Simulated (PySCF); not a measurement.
## Iodine: a sound run and one with changed settings

Sound run: I [Kr] 4d10 5s2 5p5, I⁺ [Kr] 4d10 5s2 5p4. Calculation: PySCF 2.14, in cc-pVDZ-PP with ECP28MDF; a scalar-relativistic core potential. In the sound run the correlated levels freeze 4s2 4p6 4d10 outside the core potential. The sound run starts from symmetry-adapted Hartree-Fock orbitals and uses a fine grid where one is needed.

A second run was set up differently.

| species | method | sound run (hartree) | changed run (hartree) | converged |
| --- | --- | --- | --- | --- |
| I | MP2 | -294.73011 | -294.70446 | yes |
| I | CCSD(T) | -294.74328 | -294.71332 | yes |
| I⁺ | MP2 | -294.36037 | -294.32967 | yes |
| I⁺ | CCSD(T) | -294.37448 | -294.33699 | yes |

Ionisation energy of I:

```json
{"method": "UHF", "sound run (eV)": "9.591", "changed run (eV)": "9.591"}
{"method": "MP2", "sound run (eV)": "10.061", "changed run (eV)": "10.199"}
{"method": "SCS-MP2", "sound run (eV)": "10.041", "changed run (eV)": "10.233"}
{"method": "CCSD", "sound run (eV)": "10.034", "changed run (eV)": "10.239"}
{"method": "CCSD(T)", "sound run (eV)": "10.035", "changed run (eV)": "10.240"}
```

What was changed?
A. basis contracted for another Hamiltonian
B. minimal basis
C. a valence shell is frozen
D. too few SCF iterations

C. Freezing a valence shell removes pair correlation that changes on ionisation.
